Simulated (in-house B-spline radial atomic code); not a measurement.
Configurations of Co, with energies counted from [Ar] 3d7 4s2. Level of theory: non-relativistic wB97X, spin-polarised, spherical fractional occupations, exact exchange averaged over the configuration, point nucleus; calculated with a B-spline radial code for spherical atoms. Shells without spins written out take the highest spin.

Occupations are held fixed; configurations that lie above the ionisation limit could autoionise.

```csv
configuration,E - E(ref) (eV),highest orbital,its <r> (bohr)
[Ar] 3d8 4s1,0.035895,4s up,3.131
[Ar] 3d7 4s1 4d1,6.9254,4d up,10.36
```

(1) Order these further configurations by energy, lowest first.
A. [Ne] 3s2 3p5 3d8 4s2
B. [Ar] 3d7 4s1 4p1
C. [Ar] 3d7 4s1 5s1

Results:

(1) B (3.5454 eV), C (5.9179 eV), A (57.296 eV).
